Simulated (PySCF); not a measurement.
Problem. What does the PBE0-D3(BJ)/def2-SVP structure of InChI=1S/H7NP2Si/c1-4(2)3/h4H,1-3H2 look like in three dimensions?

Solution. 
```xyz
11
H7NP2Si angstrom
N     -0.5420   -1.2308    0.9972
Si    -0.2232   -0.3046   -0.4305
P      2.0258   -0.0810   -0.5248
P     -1.2790    1.6952   -0.3497
H     -1.4966   -1.3416    1.3216
H      0.0002   -2.0716    1.1722
H     -0.6285   -0.9195   -1.7409
H      1.9788    0.7320   -1.6984
H      2.0627    1.0306    0.3721
H     -2.5754    1.1208   -0.1497
H     -1.0314    1.8484    1.0498
```

Orientation and origin are arbitrary. Atoms count from 1 in this order. P3 (three-coordinate phosphorus) is pyramidal (angles 94.4°, 94.2° and 93.3°, sum 281.9°, 0.86 Å off the plane of its three neighbours). Si2 (SiH silicon) is distorted tetrahedral (angles from 105.5° to 116.8°). N1 (silicon-bound nitrogen) has angles 119.7°, 119.1° and 110.9°, sum 349.7°, 0.22 Å off the plane of its three neighbours.

Bonds between heavy atoms (Å): N1–Si2 1.731, Si2–P3 2.262, Si2–P4 2.263.

Method used: PBE0-D3(BJ)/def2-SVP geometry optimisation, gas phase in PySCF 2.14.0.

No frequency check. The numbers are those of one conformer (H–N1–Si2–P3 171° and -47°, N1–Si2–P3–H -177° and -83°, N1–Si2–P4–H -56° and 38°).

The run took 59 s of wall time on Arm Neoverse N1, one thread, on a shared host, and the process peaked at 0.43 GiB of memory. That covers the optimisation of the geometry.
